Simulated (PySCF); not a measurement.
# Reading the logs of faulty runs: C2H8OSi

Calculated results; nothing here was measured. The program is PySCF 2.14.0, an open-source quantum chemistry code, run on an isolated molecule that a program drew, which may never have been made. The molecule is C2H8OSi (charge 0, singlet), drawn as the SMILES string `C[SiH2]CO`.

Each row is a Hartree-Fock (HF) and frozen-core CCSD(T) single point in the cc-pV(D+d)Z basis, meant for a local HF minimum. Run 1 is clean. Each other run has one planted mistake out of seven kinds, and not every kind appears here: one electron removed, one electron added, multiplicity raised by two, geometry at a saddle point, minimal basis STO-3G, one bond length entered in bohr, all coordinates scaled. The reference is restricted for singlets and unrestricted otherwise, and also for a bond in bohr. Adding or removing an electron swaps singlet and doublet. Electrons count all cores. HOMO and LUMO are orbital energies over both spins, the gradient is its largest component, and the lowest frequency (negative if imaginary) is given only where the gradient is small. Bond lengths are over the 11 bonds as drawn. T1 is the CCSD diagnostic: over 0.02 (restricted) or 0.045 (unrestricted) a single reference is doubtful.

Geometry of the clean run:
```xyz
12
C2H8OSi, angstrom
C    -0.4942   -4.2502   -0.8671
Si    0.4044   -2.7036   -0.2967
C    -0.7696   -1.2127   -0.2427
O    -1.8317   -1.4248    0.6727
H    -0.8260   -4.1492   -1.9043
H     0.1514   -5.1299   -0.8021
H    -1.3763   -4.4235   -0.2456
H     1.5507   -2.3988   -1.1930
H     0.9325   -2.9073    1.0801
H    -0.2329   -0.2821   -0.0198
H    -1.2330   -1.0667   -1.2211
H    -1.4859   -1.4194    1.5528
```

| run | electrons | basis functions | <S^2> | HOMO (eV) | LUMO (eV) | gradient (hartree/bohr) | lowest frequency (cm^-1) | mean bond (Å) | longest bond (Å) | T1 | HF (hartree) | CCSD(T) (hartree) | mistake |
|---|---|---|---|---|---|---|---|---|---|---|---|---|---|
| 1 | 42 | 105 | 0.000 | -10.81 | 4.62 | 2.4e-05 | 100 | 1.3258 | 1.898 | 0.0096 | -444.19347 | -444.84617 | no fault |
| 2 | 42 | 105 | 0.000 | -10.74 | 4.82 | 6.2e-02 | - | 1.2662 | 1.813 | 0.0092 | -444.16895 | -444.81272 | all coordinates scaled |
| 3 | 43 | 105 | 0.754 | 3.95 | 8.86 | 4.2e-02 | - | 1.3258 | 1.898 | 0.0422 | -444.03404 | -444.71494 | one electron added |
| 4 | 42 | 32 | 0.000 | -8.40 | 13.53 | 5.6e-02 | - | 1.3258 | 1.898 | 0.0053 | -438.91620 | -439.15606 | minimal basis STO-3G |
| 5 | 42 | 105 | 2.011 | -3.17 | 0.61 | 1.4e-01 | - | 1.3258 | 1.898 | 0.0421 | -443.95429 | -444.59706 | multiplicity raised by two |
| 6 | 41 | 105 | 0.766 | -16.89 | -6.76 | 5.4e-02 | - | 1.3258 | 1.898 | 0.0387 | -443.86363 | -444.49768 | ? |

**Which mistake was planted in run 6, and what did it cost?**

It counts 41 electrons, one fewer than the clean run, at the same geometry and basis. So the mistake is: one electron removed. Subtracting run 1 and multiplying by 627.51 kcal/mol a hartree, the energy moved by 207.0 kcal/mol in HF and 218.7 kcal/mol in CCSD(T).

Cautions from the logs. Run 3: the HOMO is above zero, so the electron isn't bound and the energy depends on the basis.
